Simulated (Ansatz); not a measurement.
Geometry optimisation, RKS PBE0/def2-SVP in Ansatz 0.2.0.

input.yaml

```yaml
crystal:
  periodic: [false, false, false]
  atoms:
    - { symbol: B, position_ang: [-0.3126, 1.3631, 1.611] }
    - { symbol: Ge, position_ang: [-0.216, -0.1815, 0.3622] }
    - { symbol: C, position_ang: [-1.541, -0.0015, -1.0891] }
    - { symbol: O, position_ang: [-0.458, -1.6709, 1.2751] }
    - { symbol: Si, position_ang: [1.9202, -0.2614, -0.5499] }
    - { symbol: H, position_ang: [0.5681, 2.1345, 1.7596] }
    - { symbol: H, position_ang: [-1.3523, 1.6305, 2.1594] }
    - { symbol: H, position_ang: [-1.2688, 0.9468, -1.6478] }
    - { symbol: H, position_ang: [-2.5273, 0.0524, -0.6058] }
    - { symbol: H, position_ang: [-1.4212, -0.8733, -1.7326] }
    - { symbol: H, position_ang: [-0.4471, -2.4053, 0.6311] }
    - { symbol: H, position_ang: [2.9188, -0.3727, 0.572] }
    - { symbol: H, position_ang: [2.1238, 1.0094, -1.3007] }
    - { symbol: H, position_ang: [2.0006, -1.3994, -1.4157] }
basis:
  gaussian: { orbitals: def2-SVP }
hamiltonian:
  xc: pbe0
relax:
  f_tol: 0.015
  max_steps: 40
```

Command:

```bash
$ ansatz run input.yaml --threads 2 --pin off --max-ram 3072MiB --backend cpu --events-out ev --progress --plain --runs-dir out
```

Question: Where does it end, and by what steps?

Answer: The run converged. After 16 steps the energy has fallen by 0.420 eV; H7 moved furthest, 1.29 Å.

```csv
step,energy less start (eV),largest force component (eV/Å),accepted
0,0.0000,1.409,yes
1,-0.2751,0.689,yes
2,-0.3131,0.396,yes
3,-0.3423,0.188,yes
4,-0.3602,0.158,yes
5,-0.3631,0.417,yes
6,-0.3940,0.130,yes
7,-0.4069,0.193,yes
8,-0.3823,0.389,no
9,-0.4115,0.122,yes
10,-0.4149,0.131,yes
11,-0.4171,0.100,yes
12,-0.4185,0.125,yes
13,-0.4196,0.094,yes
14,-0.4200,0.088,yes
15,-0.4204,0.017,yes
16,-0.4205,0.011,yes
```

```xyz
14
Properties=species:S:1:pos:R:3
B -0.365 1.409 1.705
Ge -0.292 -0.125 0.357
C -1.507 0.066 -1.175
O -0.672 -1.659 1.221
Si 1.961 -0.301 -0.485
H -0.312 2.552 1.314
H -0.389 1.202 2.894
H -1.304 1.011 -1.701
H -2.551 0.069 -0.831
H -1.374 -0.764 -1.885
H -0.553 -2.433 0.660
H 2.965 -0.370 0.620
H 2.298 0.864 -1.363
H 2.081 -1.551 -1.303
```

Whether the end is a true minimum wasn't checked by a vibrational analysis.

Run time: 80 s on 2 threads of Intel(R) Xeon(R) CPU @ 2.60GHz (Ice Lake), with other jobs on the host, peak memory 0.4 GiB.
